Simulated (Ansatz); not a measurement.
## Molecular dynamics of C2H8N2Si

The input (input.yaml):

```yaml
crystal:
  periodic: [false, false, false]
  atoms:
    - { symbol: "N", position_ang: [-2.199725, 0.711748, 0.327248] }
    - { symbol: C, position_ang: [-1.044025, 0.783742, -0.220267] }
    - { symbol: C, position_ang: [0.174079, 0.218584, 0.448259] }
    - { symbol: "N", position_ang: [1.408688, 0.937654, 0.20021] }
    - { symbol: Si, position_ang: [0.469639, -1.628014, -0.06919] }
    - { symbol: H, position_ang: [-2.955927, 1.110662, -0.239687] }
    - { symbol: H, position_ang: [-0.851256, 1.23994, -1.204524] }
    - { symbol: H, position_ang: [-0.0255, 0.184222, 1.526767] }
    - { symbol: H, position_ang: [1.51143, 1.842285, 0.633212] }
    - { symbol: H, position_ang: [1.827218, 0.859008, -0.713026] }
    - { symbol: H, position_ang: [1.102134, -1.617118, -1.439133] }
    - { symbol: H, position_ang: [-0.81438, -2.404139, -0.133411] }
    - { symbol: H, position_ang: [1.418125, -2.273373, 0.898243] }
basis:
  gaussian: { orbitals: "6-31G" }
hamiltonian:
  xc: pbe0
  dispersion: d4
md:
  timestep: 0.5
  n_steps: 124
  ensemble: nvt_langevin
  temperature: 300.0
  initial_velocities: maxwell_boltzmann
  seed: 607851
  friction: 0.01
  masses: [{ species: H, mass: 10.0 }]
```

Command:

```bash
$ ansatz run input.yaml --threads 1 --pin off --max-ram 2048MiB --backend cpu --events-out ev --progress --plain --runs-dir out
```

It starts from a relaxed structure.

Output, in part (one step line in 2, the closing report, with atoms numbered from 0):

```
md step     0: t =     0.00 fs  T =   276.9 K  F+E_penalty+E_count = -13048.55144444 eV  E_kin = 0.465336 eV  (25 SCF iters)
md step     2: t =     1.00 fs  T =   278.8 K  F+E_penalty+E_count = -13048.54582720 eV  E_kin = 0.468532 eV  (22 SCF iters)
md step     4: t =     2.00 fs  T =   265.3 K  F+E_penalty+E_count = -13048.53093372 eV  E_kin = 0.445881 eV  (22 SCF iters)
md step     6: t =     3.00 fs  T =   262.1 K  F+E_penalty+E_count = -13048.50980788 eV  E_kin = 0.440493 eV  (23 SCF iters)
md step     8: t =     4.00 fs  T =   255.9 K  F+E_penalty+E_count = -13048.48630539 eV  E_kin = 0.429944 eV  (23 SCF iters)
md step    10: t =     5.00 fs  T =   249.4 K  F+E_penalty+E_count = -13048.46224213 eV  E_kin = 0.419140 eV  (23 SCF iters)
md step    12: t =     6.00 fs  T =   236.3 K  F+E_penalty+E_count = -13048.44017341 eV  E_kin = 0.397057 eV  (23 SCF iters)
md step    14: t =     7.00 fs  T =   246.3 K  F+E_penalty+E_count = -13048.42091966 eV  E_kin = 0.413880 eV  (23 SCF iters)
md step    16: t =     8.00 fs  T =   256.0 K  F+E_penalty+E_count = -13048.40379198 eV  E_kin = 0.430199 eV  (23 SCF iters)
md step    18: t =     9.00 fs  T =   230.7 K  F+E_penalty+E_count = -13048.38738066 eV  E_kin = 0.387673 eV  (22 SCF iters)
md step    20: t =    10.00 fs  T =   221.7 K  F+E_penalty+E_count = -13048.37180576 eV  E_kin = 0.372534 eV  (23 SCF iters)
md step    22: t =    11.00 fs  T =   239.3 K  F+E_penalty+E_count = -13048.35612715 eV  E_kin = 0.402072 eV  (21 SCF iters)
md step    24: t =    12.00 fs  T =   269.5 K  F+E_penalty+E_count = -13048.33771745 eV  E_kin = 0.452831 eV  (21 SCF iters)
md step    26: t =    13.00 fs  T =   253.6 K  F+E_penalty+E_count = -13048.31525774 eV  E_kin = 0.426077 eV  (22 SCF iters)
md step    28: t =    14.00 fs  T =   239.6 K  F+E_penalty+E_count = -13048.29261447 eV  E_kin = 0.402590 eV  (23 SCF iters)
md step    30: t =    15.00 fs  T =   232.0 K  F+E_penalty+E_count = -13048.27331067 eV  E_kin = 0.389810 eV  (22 SCF iters)
md step    32: t =    16.00 fs  T =   235.0 K  F+E_penalty+E_count = -13048.25462070 eV  E_kin = 0.394960 eV  (23 SCF iters)
md step    34: t =    17.00 fs  T =   231.2 K  F+E_penalty+E_count = -13048.23629115 eV  E_kin = 0.388537 eV  (23 SCF iters)
md step    36: t =    18.00 fs  T =   215.2 K  F+E_penalty+E_count = -13048.21942520 eV  E_kin = 0.361548 eV  (22 SCF iters)
md step    38: t =    19.00 fs  T =   208.8 K  F+E_penalty+E_count = -13048.20828826 eV  E_kin = 0.350865 eV  (23 SCF iters)
md step    40: t =    20.00 fs  T =   184.9 K  F+E_penalty+E_count = -13048.20043867 eV  E_kin = 0.310664 eV  (23 SCF iters)
md step    42: t =    21.00 fs  T =   181.1 K  F+E_penalty+E_count = -13048.19336847 eV  E_kin = 0.304243 eV  (23 SCF iters)
md step    44: t =    22.00 fs  T =   193.3 K  F+E_penalty+E_count = -13048.18590986 eV  E_kin = 0.324815 eV  (23 SCF iters)
md step    46: t =    23.00 fs  T =   175.4 K  F+E_penalty+E_count = -13048.17643390 eV  E_kin = 0.294813 eV  (23 SCF iters)
md step    48: t =    24.00 fs  T =   172.3 K  F+E_penalty+E_count = -13048.16866470 eV  E_kin = 0.289488 eV  (23 SCF iters)
md step    50: t =    25.00 fs  T =   162.0 K  F+E_penalty+E_count = -13048.16239588 eV  E_kin = 0.272220 eV  (23 SCF iters)
md step    52: t =    26.00 fs  T =   154.8 K  F+E_penalty+E_count = -13048.15862082 eV  E_kin = 0.260188 eV  (24 SCF iters)
md step    54: t =    27.00 fs  T =   162.3 K  F+E_penalty+E_count = -13048.15478432 eV  E_kin = 0.272793 eV  (24 SCF iters)
md step    56: t =    28.00 fs  T =   163.4 K  F+E_penalty+E_count = -13048.15337134 eV  E_kin = 0.274502 eV  (24 SCF iters)
md step    58: t =    29.00 fs  T =   154.6 K  F+E_penalty+E_count = -13048.15711130 eV  E_kin = 0.259834 eV  (23 SCF iters)
md step    60: t =    30.00 fs  T =   174.4 K  F+E_penalty+E_count = -13048.16442476 eV  E_kin = 0.293001 eV  (23 SCF iters)
md step    62: t =    31.00 fs  T =   203.4 K  F+E_penalty+E_count = -13048.17680028 eV  E_kin = 0.341795 eV  (23 SCF iters)
md step    64: t =    32.00 fs  T =   200.5 K  F+E_penalty+E_count = -13048.18777440 eV  E_kin = 0.336842 eV  (23 SCF iters)
md step    66: t =    33.00 fs  T =   234.7 K  F+E_penalty+E_count = -13048.19722741 eV  E_kin = 0.394461 eV  (23 SCF iters)
md step    68: t =    34.00 fs  T =   241.9 K  F+E_penalty+E_count = -13048.20378900 eV  E_kin = 0.406549 eV  (26 SCF iters)
md step    70: t =    35.00 fs  T =   239.9 K  F+E_penalty+E_count = -13048.20776047 eV  E_kin = 0.403092 eV  (23 SCF iters)
md step    72: t =    36.00 fs  T =   227.6 K  F+E_penalty+E_count = -13048.20897240 eV  E_kin = 0.382531 eV  (23 SCF iters)
md step    74: t =    37.00 fs  T =   230.8 K  F+E_penalty+E_count = -13048.21122644 eV  E_kin = 0.387898 eV  (23 SCF iters)
md step    76: t =    38.00 fs  T =   234.5 K  F+E_penalty+E_count = -13048.21410211 eV  E_kin = 0.394115 eV  (22 SCF iters)
md step    78: t =    39.00 fs  T =   226.7 K  F+E_penalty+E_count = -13048.21700408 eV  E_kin = 0.380886 eV  (22 SCF iters)
md step    80: t =    40.00 fs  T =   232.4 K  F+E_penalty+E_count = -13048.22319320 eV  E_kin = 0.390565 eV  (23 SCF iters)
md step    82: t =    41.00 fs  T =   228.4 K  F+E_penalty+E_count = -13048.23190365 eV  E_kin = 0.383751 eV  (23 SCF iters)
md step    84: t =    42.00 fs  T =   229.3 K  F+E_penalty+E_count = -13048.24482042 eV  E_kin = 0.385388 eV  (23 SCF iters)
md step    86: t =    43.00 fs  T =   240.8 K  F+E_penalty+E_count = -13048.26098865 eV  E_kin = 0.404592 eV  (23 SCF iters)
md step    88: t =    44.00 fs  T =   231.5 K  F+E_penalty+E_count = -13048.27389743 eV  E_kin = 0.389057 eV  (23 SCF iters)
md step    90: t =    45.00 fs  T =   241.0 K  F+E_penalty+E_count = -13048.28569671 eV  E_kin = 0.404963 eV  (22 SCF iters)
md step    92: t =    46.00 fs  T =   235.8 K  F+E_penalty+E_count = -13048.29386538 eV  E_kin = 0.396314 eV  (23 SCF iters)
md step    94: t =    47.00 fs  T =   222.1 K  F+E_penalty+E_count = -13048.29767145 eV  E_kin = 0.373237 eV  (23 SCF iters)
md step    96: t =    48.00 fs  T =   221.5 K  F+E_penalty+E_count = -13048.29624662 eV  E_kin = 0.372224 eV  (24 SCF iters)
md step    98: t =    49.00 fs  T =   221.8 K  F+E_penalty+E_count = -13048.28985252 eV  E_kin = 0.372753 eV  (24 SCF iters)
md step   100: t =    50.00 fs  T =   201.2 K  F+E_penalty+E_count = -13048.28005003 eV  E_kin = 0.338019 eV  (23 SCF iters)
md step   102: t =    51.00 fs  T =   199.2 K  F+E_penalty+E_count = -13048.26928225 eV  E_kin = 0.334695 eV  (24 SCF iters)
md step   104: t =    52.00 fs  T =   197.5 K  F+E_penalty+E_count = -13048.25768420 eV  E_kin = 0.331909 eV  (23 SCF iters)
md step   106: t =    53.00 fs  T =   178.6 K  F+E_penalty+E_count = -13048.24820217 eV  E_kin = 0.300090 eV  (24 SCF iters)
md step   108: t =    54.00 fs  T =   165.7 K  F+E_penalty+E_count = -13048.24332034 eV  E_kin = 0.278366 eV  (23 SCF iters)
md step   110: t =    55.00 fs  T =   175.3 K  F+E_penalty+E_count = -13048.24251988 eV  E_kin = 0.294580 eV  (23 SCF iters)
md step   112: t =    56.00 fs  T =   187.4 K  F+E_penalty+E_count = -13048.24275406 eV  E_kin = 0.314844 eV  (22 SCF iters)
md step   114: t =    57.00 fs  T =   184.0 K  F+E_penalty+E_count = -13048.24297883 eV  E_kin = 0.309205 eV  (26 SCF iters)
md step   116: t =    58.00 fs  T =   188.6 K  F+E_penalty+E_count = -13048.24477356 eV  E_kin = 0.316879 eV  (23 SCF iters)
md step   118: t =    59.00 fs  T =   196.1 K  F+E_penalty+E_count = -13048.24808008 eV  E_kin = 0.329519 eV  (23 SCF iters)
md step   120: t =    60.00 fs  T =   187.9 K  F+E_penalty+E_count = -13048.25135279 eV  E_kin = 0.315772 eV  (22 SCF iters)
md step   122: t =    61.00 fs  T =   201.7 K  F+E_penalty+E_count = -13048.25906705 eV  E_kin = 0.338857 eV  (23 SCF iters)
md step   124: t =    62.00 fs  T =   200.3 K  F+E_penalty+E_count = -13048.26959136 eV  E_kin = 0.336633 eV  (26 SCF iters)
Total energy: -13048.26961671 eV, -479.5150639793 hartree
Atom 0 at    -2.219589     0.746701     0.127834 Å, force    -0.024347    -0.248281     0.080294 eV/Å
Atom 1 at    -1.065000     0.805431    -0.429591 Å, force    -0.198536     0.419284     1.463793 eV/Å
Atom 2 at     0.102419     0.342462     0.403357 Å, force     0.554207    -0.339442     0.465044 eV/Å
Atom 3 at     1.363749     1.078742     0.362104 Å, force    -0.479131     0.410751     0.410972 eV/Å
Atom 4 at     0.504072    -1.516886    -0.062701 Å, force     0.363211     0.286236    -0.366657 eV/Å
Atom 5 at    -3.082695     1.003831    -0.359621 Å, force     0.440916     0.127502    -0.483492 eV/Å
Atom 6 at    -0.797994     1.191226    -1.407075 Å, force    -0.154054     0.105997    -0.573907 eV/Å
Atom 7 at    -0.213811     0.239926     1.457650 Å, force    -0.227859     0.301408    -0.339392 eV/Å
Atom 8 at     1.588829     1.846691     1.017160 Å, force    -0.546661    -1.019565    -0.863288 eV/Å
Atom 9 at     1.986220     0.923930    -0.404905 Å, force     0.232013     0.141055    -0.135556 eV/Å
Atom 10 at     1.116879    -1.424644    -1.478040 Å, force     0.002226    -0.199677     0.566363 eV/Å
Atom 11 at    -0.628819    -2.506307    -0.133175 Å, force    -0.070677     0.178669     0.032366 eV/Å
Atom 12 at     1.467341    -1.938180     1.015480 Å, force     0.108690    -0.163938    -0.256539 eV/Å
Dipole moment:     0.158998     0.257513    -0.286848 e Å
```

All steps were run. The mean temperature of the second half is 29 % below the set value. A run of 0.062 ps of so small a system gives no equilibrium averages. Limits of this set-up: no polarisation functions.

The same pairs are bonded in the first frame and the last. Pairs count as bonded within 1.25 times the sum of covalent radii (0.12 Å more for H–H).

Last frame:

```xyz
13
Properties=species:S:1:pos:R:3
N -2.220 0.747 0.128
C -1.065 0.805 -0.430
C 0.102 0.343 0.403
N 1.364 1.079 0.362
Si 0.504 -1.517 -0.063
H -3.083 1.004 -0.360
H -0.798 1.191 -1.407
H -0.214 0.240 1.458
H 1.589 1.847 1.017
H 1.986 0.924 -0.405
H 1.117 -1.425 -1.478
H -0.629 -2.506 -0.133
H 1.467 -1.938 1.016
```

Run time: 6.8 min on 1 thread of Arm Neoverse V2, with other jobs on the host, peak memory 0.15 GiB.
